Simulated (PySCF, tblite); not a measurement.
Potential energy curve for IF, singlet. Each curve is given relative to its own lowest point near equilibrium.

| R / Å | A | B | C | D |
|---|---|---|---|---|
| 1.54 | 77.1 | 82.6 | 68.3 | 61.8 |
| 1.61 | 43.5 | 48.3 | 36.6 | 35.6 |
| 1.69 | 19.6 | 23.3 | 14.9 | 17.4 |
| 1.79 | 4.5 | 6.6 | 2.3 | 5.5 |
| 1.86 | 0.6 | 1.4 | 0.0 | 1.5 |
| 1.90 | 0.0 | 0.1 | 0.3 | 0.4 |
| 1.97 | 1.3 | 0.0 | 3.0 | 0.0 |
| 2.04 | 4.6 | 1.9 | 7.7 | 1.1 |
| 2.08 | 7.2 | 3.7 | 11.0 | 2.2 |
| 2.23 | 19.7 | 12.8 | 25.6 | 8.6 |
| 2.36 | 32.0 | 22.3 | 39.6 | 15.9 |
| 2.55 | 50.1 | 35.1 | 59.8 | 27.2 |
| 2.88 | 77.2 | 51.6 | 90.7 | 44.5 |
| 3.17 | 95.3 | 60.8 | 112.2 | 54.0 |
| 3.45 | 108.2 | 65.4 | 128.6 | 58.7 |
| 3.84 | 121.1 | 68.8 | 145.5 | — |
| 4.23 | 129.7 | 70.7 | 157.3 | — |
| 4.72 | 136.6 | 71.9 | 167.4 | — |
| 5.11 | 140.1 | 72.4 | 173.0 | — |
| 5.78 | 144.1 | 72.8 | 179.6 | — |
| 6.68 | 147.4 | 73.1 | 185.3 | — |
| 7.61 | 149.6 | 73.2 | 189.2 | — |

Energies in kcal/mol.

### Question
Assign the columns to these levels of theory: GFN2-xTB, 300 K electronic temperature run with tblite; RHF/def2-TZVP, def2 effective core potentials past Kr (PySCF); restricted M06-2X/def2-TZVP, def2 effective core potentials past Kr run with PySCF; PySCF 2.14.0 with unrestricted PBE/def2-TZVP, def2 effective core potentials past Kr.

### Answer
A is RKS-M06-2X; B is UKS-PBE; C is RHF; D is GFN2-xTB.

A dash means that the run gave no value there, or that the column was ended at a point which the program doubted or which failed a test of continuity chosen for this set; such a test can also cut sound points.

The restricted form behind RHF, RKS-M06-2X keeps the bonding electrons paired and can't separate into open-shell fragments. The unrestricted determinant behind UKS-PBE is spin-contaminated at 2.36 to 7.61 Å (<S²> up to 1.0, against 0.00 for a pure singlet). At the longest distance UKS-PBE, RKS-M06-2X leaves fractional charges on the fragments, a sign of delocalisation error or of the restricted form.
